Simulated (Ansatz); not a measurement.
Born–Oppenheimer molecular dynamics of C2H9NOSSi (15 atoms, charge 0, multiplicity 1). It goes on from the last frame of an earlier run, with new velocities.

These are results of RKS r2SCAN/STO-3G (Ansatz), not measurements.

| Item | Value |
| --- | --- |
| ensemble | NVE (velocity Verlet) |
| time step | 0.5 fs |
| steps asked | 100 |
| starting velocities drawn for | 700 K |
| masses | H 10 u |
| seed | 752687 |

First frame:

```xyz
15
Properties=species:S:1:pos:R:3
N -1.156 -1.507 -0.314
Si 0.535 -1.009 -0.033
S 1.661 -2.196 1.337
C 0.404 0.734 0.707
C -0.460 1.708 -0.116
O 0.076 1.903 -1.512
H -1.698 -1.530 0.608
H -1.166 -2.531 -0.615
H 1.244 -0.927 -1.254
H 1.877 -3.210 0.429
H 1.389 1.211 0.746
H 0.011 0.778 1.739
H -1.526 1.296 -0.187
H -0.598 2.676 0.470
H -0.453 2.720 -1.859
```

(1) How far do the bonds stretch over the last three quarters of this one trajectory? (Pairs bonded in most of those frames.)

Results:

(1) 
```
  bond  mean (Å)  spread (Å)  shortest  longest
N1–Si2     1.790       0.023      1.76     1.82
 N1–H7     1.064       0.051      0.99     1.13
 N1–H8     1.060       0.048      0.99     1.13
Si2–S3     2.158       0.019      2.13     2.18
Si2–C4     1.889       0.068      1.79     1.99
Si2–H9     1.452       0.035      1.40     1.51
S3–H10     1.357       0.019      1.33     1.39
 C4–C5     1.549       0.030      1.49     1.59
C4–H11     1.106       0.038      1.04     1.16
C4–H12     1.097       0.031      1.05     1.16
 C5–O6     1.466       0.041      1.40     1.53
C5–H13     1.130       0.029      1.08     1.18
C5–H14     1.122       0.023      1.09     1.16
O6–H15     1.032       0.038      0.97     1.08
```

Mean temperature of the second half: 477 K. The conserved energy stayed within 0.15 meV per atom of its start (net change 0.14 meV per atom), so the integration is sound. A run of 0.05 ps of so small a system gives no equilibrium averages. Limits of this set-up: minimal basis.

Time of the run: 12 min on 1 thread of Arm Neoverse N1 (shared host), peak memory 0.11 GiB.
